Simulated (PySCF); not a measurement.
## Cr²²⁺: ionisation energy

Cr²²⁺ 1s2 (1S) → Cr²³⁺ 1s1 (2S), as a difference of total energies. Calculation: PySCF 2.14, in an even-tempered Gaussian basis (17 s from 22 bohr⁻², ratio 2.2; 7 p from 34 bohr⁻², ratio 2.4; 4 d from 100 bohr⁻², ratio 2.4; 3 f from 150 bohr⁻², ratio 2.4; 3 g from 230 bohr⁻², ratio 2.4); the spin-free X2C one-electron Hamiltonian (Gaussian nucleus). Correlated levels: nothing frozen; virtual orbitals above 40 to 60 times the deepest correlated orbital energy dropped. The calculations carry no spin-orbit coupling.

```tsv
method	ionisation energy (eV)	difference from reference (eV)
UHF	7485.7	+3.8
MP2 (all electrons)	7487.0	+5.1
SCS-MP2 (all electrons)	7487.3	+5.4
CCSD (all electrons)	7487.0	+5.1
```

Reference: 7481.9 eV (theoretical estimate listed by NIST; NIST Atomic Spectra Database, ionization energies).

With two correlated electrons CCSD is exact in that space.
